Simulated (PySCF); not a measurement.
## Computed properties of BClH2S2, SMILES ClB(S)S

BClH2S2, SMILES SB(S)Cl. Geometry: PBE0-D3(BJ)/def2-SVP. Other conformers were not sampled. All values are computed for the isolated molecule unless a solvent is named; none is compared with measurement here.

**Structure.** The optimised structure has C2v symmetry. All 12 harmonic modes at PBE0-D3(BJ)/def2-SVP (PySCF) are real, so it is a minimum. With heavy atoms numbered as in [B:1]([Cl:2])([SH:3])[SH:5], the shortest bond between them is B1–Cl2 at 1.761 Å and the longest B1–S3 at 1.800 Å.

**Vibrations.** The strongest infrared lines (harmonic, unscaled, degenerate partners summed) lie at 1040 cm⁻¹ (209 km/mol, B 77 %, S 15 %), 1018 cm⁻¹ (127 km/mol, B 65 %, H 28 %), 790 cm⁻¹ (123 km/mol, H 62 %, B 19 %, S 10 %, Cl 9 %). The softest mode is at 225 cm⁻¹ and the zero-point energy is 15.9 kcal/mol.

**Electronic structure.** CAM-B3LYP/def2-TZVPD (PySCF) places the frontier levels at -9.14 and -0.09 eV, a gap of 9.05 eV, and gives a dipole moment of 2.19 D and a mean polarisability of 71.0 bohr³.

**Excitations.** TDA-PBE0/def2-SVPD (PySCF) has S1 at 5.77 eV (215 nm, f = 0.000, dark); the most intense of the 10 singlets computed lies at 5.91 eV (f = 0.25). T1 (TDA) is at 4.76 eV, 1.01 eV under S1. No vertical singlet excitation falls in the visible range (under 3.1 eV).

**NMR.** GIAO shifts at B3LYP/pcSseg-1 (PySCF) (non-relativistic, atoms alike by connectivity averaged): ¹H at 2.9 ppm against TMS; ¹¹B at 51.0 ppm against BF3. Without spin–orbit terms, shifts of atoms bonded to Cl or Br come out too high.
